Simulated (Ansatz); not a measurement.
`SB[O][AlH][Cl]` + CH₃NH₂ → `C[NH][AlH][Cl]` + `OBS`  (ligand exchange at the Al–O bond)

Computed with Ansatz on PBE0-D4/def2-TZVP structures; ΔE is electronic, products minus reactants. CCSD(T)/CBS is the MP2 limit (def2-TZVPP, def2-QZVPP) plus CCSD(T) − MP2 in def2-TZVPP, frozen cores. Functionals use def2-TZVPP. B3LYP here is the variant with VWN-RPA as its local correlation; programs differ in this. One conformer a species, not always the lowest.

Task: Is it downhill or uphill in electronic energy at CCSD(T)/CBS, and by how much? (Best estimate.)

Result: Computed: Uphill: ΔE = +46.7 kJ/mol.

Task: What do these levels give: PBE-D4, B3LYP-D4, B3LYP, LC-ωPBE, RPA@PBE/def2-TZVPP, HF/def2-QZVPP? (Estimate.)

Result: Ansatz gave: PBE-D4 38.2, B3LYP-D4 48.3, B3LYP 49.7, LC-ωPBE 44.3, RPA@PBE/def2-TZVPP 44.9, HF/def2-QZVPP 63.4 kJ/mol.

Largest T1 diagnostic among the species: 0.013.

At CCSD(T), def2-SVP lies −3.4 kJ/mol from the extrapolated value and def2-TZVPP −0.9 kJ/mol. From BLYP to BHLYP (50 % exact exchange), in def2-TZVPP and without D4, ΔE moves by +6.8 kJ/mol. In def2-TZVPP, CCSD(T) changes the Hartree–Fock value by −16.4 kJ/mol (the triples alone add −2.5 kJ/mol) and MP2 by −17.0 kJ/mol.
